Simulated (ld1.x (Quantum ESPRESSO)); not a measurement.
# How hard is this S (Z = 16) ultrasoft potential?

sulfur (S), ultrasoft, made with ld1.x (Quantum ESPRESSO) 7.5 (PBE, non-relativistic). Core [Ne], reference 3s1.5 3p4.5. Waves: 3s (bound): rcut 1.05, rcutus 1.35 bohr; 3s channel at -0.95 Ry: rcut 1.05, rcutus 1.35 bohr; 3p (bound): rcut 0.95, rcutus 1.35 bohr; 3p channel at 1.45 Ry: rcut 0.95, rcutus 1.35 bohr. Local part: all-electron potential smoothed inside 1.35 bohr (lloc = -2). Core correction: a·sin(br)/r model core inside 1.30 bohr. Augmentation charge: PSQ, radius 0.95 bohr.

The pseudo-atom Hamiltonian at the reference potential is diagonalised in spherical Bessel functions j_l(qr) that vanish at 20 bohr, with q² up to the cutoff. All-electron valence levels (Ry): 3s -1.2849, 3p -0.5364.

**Question.** How do the lowest levels (Ry) of each channel move with the cutoff, and are there ghosts?

**Answer.**

| cutoff (Ry) | s #1 | p #1 | p #2 | d #1 | d #2 | f #1 | Σ f·Δε (mRy) |
| --- | --- | --- | --- | --- | --- | --- | --- |
| 8 | -1.2362 | -0.5154 | 0.0312 | 0.0707 | 0.1559 | 0.1175 | 168.4 |
| 10 | -1.2497 | -0.5295 | 0.0307 | 0.0707 | 0.1555 | 0.1175 | 84.4 |
| 12 | -1.2631 | -0.5347 | 0.0306 | 0.0707 | 0.1553 | 0.1175 | 41.1 |
| 15 | -1.2735 | -0.5363 | 0.0305 | 0.0706 | 0.1551 | 0.1175 | 18.7 |
| 18 | -1.2819 | -0.5363 | 0.0305 | 0.0706 | 0.1550 | 0.1175 | 5.9 |
| 21 | -1.2839 | -0.5363 | 0.0305 | 0.0706 | 0.1549 | 0.1175 | 2.8 |
| 30 | -1.2846 | -0.5364 | 0.0305 | 0.0706 | 0.1549 | 0.1175 | 1.4 |
| 35 | -1.2847 | -0.5364 | 0.0305 | 0.0706 | 0.1549 | 0.1175 | 1.2 |
| 40 | -1.2849 | -0.5364 | 0.0305 | 0.0706 | 0.1549 | 0.1175 | 0.9 |
| 45 | -1.2850 | -0.5365 | 0.0305 | 0.0706 | 0.1549 | 0.1175 | 0.5 |
| 50 | -1.2850 | -0.5365 | 0.0305 | 0.0706 | 0.1549 | 0.1175 | 0.3 |
| 400 | -1.2851 | -0.5365 | 0.0305 | 0.0706 | 0.1549 | 0.1175 | 0.0 |

Result: no extra level below or beside the all-electron valence levels (s, p, d, f tested); 10 mRy is reached at 18 Ry and 1 mRy at 40 Ry.
